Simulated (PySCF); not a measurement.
Ligands exchanged one at a time, Al Br-H. All species are isolated molecules in the gas phase. Strings in code marks are SMILES.

These are B3LYP-D3(BJ)/def2-TZVP (PySCF) values and carry that method's errors. B3LYP has the VWN-RPA correlation part, as in Gaussian. Delta-SCF ions had no search for a lower state. Excitations are Tamm–Dancoff values on a coarser integration grid. The basis has no diffuse functions, so Rydberg states are missing or too high.

```json
[
 {"species": "0 of 3 Br replaced by H (`[Br][Al]([Br])[Br]`)", "LUMO (eV)": "-1.87", "dipole moment (D)": "[?]", "T1 excitation (TDA) (eV)": "5.22", "vertical ionisation energy (Delta-SCF) (eV)": "10.40"},
 {"species": "1 of 3 Br replaced by H (`[Br][AlH][Br]`)", "LUMO (eV)": "[?]", "dipole moment (D)": "0.92", "T1 excitation (TDA) (eV)": "[?]", "vertical ionisation energy (Delta-SCF) (eV)": "10.64"},
 {"species": "2 of 3 Br replaced by H (`[AlH2][Br]`)", "LUMO (eV)": "-1.96", "dipole moment (D)": "1.25", "T1 excitation (TDA) (eV)": "4.75", "vertical ionisation energy (Delta-SCF) (eV)": "10.49"},
 {"species": "3 of 3 Br replaced by H (`[AlH3]`)", "LUMO (eV)": "-1.97", "dipole moment (D)": "0.00", "T1 excitation (TDA) (eV)": "–", "vertical ionisation energy (Delta-SCF) (eV)": "11.21"}
]
```

Fill in the missing entries.


- 0 of 3 Br replaced by H (`[Br][Al]([Br])[Br]`), dipole moment (D): 0.00
- 1 of 3 Br replaced by H (`[Br][AlH][Br]`), LUMO (eV): -1.85
- 1 of 3 Br replaced by H (`[Br][AlH][Br]`), T1 excitation (TDA) (eV): 5.35
